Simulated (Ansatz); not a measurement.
A nudged elastic band was laid between two geometries of AlClH$_{6}$OSi$_{2}$ (11 atoms, charge 0, multiplicity 1).

Computed with RKS PBE/def2-SVP in Ansatz.

```
movable images  : 5
climbing image  : yes
spring          : 5.0 eV/Å²
optimiser       : quadratic models (default)
start path      : through a guess of the saddle point
force threshold : 0.05 eV/Å
iteration limit : 60
end points      : relaxed
```

Initial state:

```xyz
11
Properties=species:S:1:pos:R:3
O -1.087 1.658 -0.475
Si -0.765 0.042 -0.060
Si 0.613 -0.948 -1.699
Al 0.277 0.098 2.167
Cl 0.300 2.134 2.843
H -0.931 2.272 0.269
H -2.042 -0.773 -0.023
H 0.006 -0.863 -3.074
H 1.967 -0.289 -1.730
H 0.805 -2.402 -1.343
H 0.923 -0.987 3.144
```

Final state:

```xyz
11
Properties=species:S:1:pos:R:3
O -1.454 1.378 -0.436
Si -0.776 -0.108 0.028
Si 0.606 -0.960 -1.686
Al 0.455 0.321 2.114
Cl 0.237 2.399 2.600
H -1.265 2.092 0.203
H -1.863 -1.138 0.253
H 1.793 -0.060 -1.914
H 1.118 -2.313 -1.258
H -0.136 -1.114 -2.987
H 1.351 -0.555 3.103
```

Question: Which bonds break or form, and what moves?

Answer: No bond is made or broken. The dihedral Al4–Si2–Si3–H8 goes from -175 to -54°.

Question: Give the energies along the band, and the barrier.

Answer: The run converged. The highest image is number 3 of 0 to 6, 5.8 kJ/mol above the ends, which have the same energy within 2 meV. A vibrational analysis at the climbing image gives one clearly imaginary mode, 106i cm⁻¹, and a faint second one (30i cm⁻¹) that may be numerical noise or a soft torsion: probably a first-order saddle point.

| image | path coordinate (Å) | energy (kJ/mol) | dihedral Al4–Si2–Si3–H8 (°) |
| --- | --- | --- | --- |
| 0 | 0.00 | 0.0 | -175 |
| 1 | 0.79 | 1.3 | -154 |
| 2 | 1.59 | 4.0 | -133 |
| 3 | 2.36 | 5.8 | -115 |
| 4 | 3.24 | 3.8 | -94 |
| 5 | 4.13 | 0.8 | -71 |
| 6 | 5.02 | 0.0 | -54 |

Question: What is the geometry of the highest image?

Answer: 
```xyz
11
Properties=species:S:1:pos:R:3
O -1.356 1.447 -0.599
Si -0.797 -0.035 0.015
Si 0.617 -1.002 -1.629
Al 0.450 0.338 2.106
Cl 0.459 2.376 2.748
H -1.475 2.138 0.077
H -1.935 -1.006 0.262
H 0.783 -0.032 -2.768
H 1.982 -1.280 -1.049
H 0.071 -2.304 -2.154
H 1.266 -0.696 3.009
```

Time of the run: 4.3 min on 2 threads of Intel(R) Xeon(R) Platinum 8488C (Sapphire Rapids), on a shared host, peak memory 0.18 GiB.
